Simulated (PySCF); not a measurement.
C2H5ClMg, SMILES C[CH2][Mg][Cl].

Coordinates come from a TPSSh-D3(BJ)/def2-SVP optimisation. The values are those of a single conformer.

Computed with PySCF with TDA-CAM-B3LYP/def2-SVPD.

Vertical excitations.  State labels are in the subgroup Cs.

```tsv
state	symmetry	energy (eV)	λ (nm)	f	main pairs
S1	A'	5.42	229	0.263	HOMO→LUMO 91 %
S2	A'	5.74	216	0.062	HOMO→LUMO+1 89 %
S3	A"	5.82	213	0.039	HOMO→LUMO+2 90 %
S4	A'	6.37	195	0.067	HOMO−2→LUMO 93 %
S5	A"	6.37	195	0.070	HOMO−1→LUMO 92 %
S6	A'	6.95	179	0.100	HOMO→LUMO+3 82 %
S7	A"	7.21	172	0.000	HOMO−1→LUMO+1 86 %
S8	A'	7.24	171	0.000	HOMO−2→LUMO+1 50 %, HOMO−1→LUMO+2 39 %
S9	A"	7.26	171	0.000	HOMO−2→LUMO+2 86 %
S10	A'	7.48	166	0.006	HOMO−4→LUMO 48 %, HOMO−1→LUMO+2 25 %, HOMO−2→LUMO+1 16 %
T1	A'	4.22	294	0	HOMO→LUMO 91 %
T2	A'	5.34	232	0	HOMO→LUMO+1 86 %
T3	A"	5.44	228	0	HOMO→LUMO+2 84 %, HOMO→LUMO+4 13 %
T4	A"	6.09	203	0	HOMO−1→LUMO 92 %
```
Triplets are in the Tamm–Dancoff approximation.
